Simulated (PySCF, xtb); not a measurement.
Mg(Me)2 (C₂H₆Mg), SMILES [Mg]([CH3])[CH3].

GFN2-xTB in xtb 6.7.1 at its own geometry gives an orbital gap of 2.14 eV and a dipole moment of 0.00 D.

Geometry optimised at B3LYP-D3(BJ)/def2-TZVP. The isomer is the one that the SMILES or the coordinates give; other isomers of the formula were not compared.

**Question.** What does PBE/def2-TZVPD in PySCF give? (An estimate is asked for; the answer gives what the named calculation found.)

**Answer.** gap 4.12 eV (levels -5.30 and -1.17 eV), dipole 0.00 D.
